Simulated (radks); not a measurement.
Problem. Successive ionisation energies (eV) of one element, from differences of total energies of ions in their ground configurations, starting at charge 0: 12.379, 21.148, 30.429, 43.413, 54.291, 65.368, 92.477, 106.92, 179.79, 204.38, 229.66, 255.57, 282.03, 316.69, 345.21, 374.30, 403.93, 434.04, 555.89, 587.57, 619.00, 660.33. All-electron calculation, scalar-relativistic Kohn-Sham, PBEsol, spin-polarised, spherical densities, finite nucleus; open shells are filled with parallel spins first (spin-orbit coupling, left out, can overturn this in heavy ions); Fermi nuclear charge, rms radius 4.7859 fm. Program: a radial shooting solver on a logarithmic mesh with Libxc functionals. Which element is it?

Solution. Xenon (Z = 54). The first species listed is Xe in [Xe], the last Xe21+ in [Ar] 3d10 4s2 4p3.
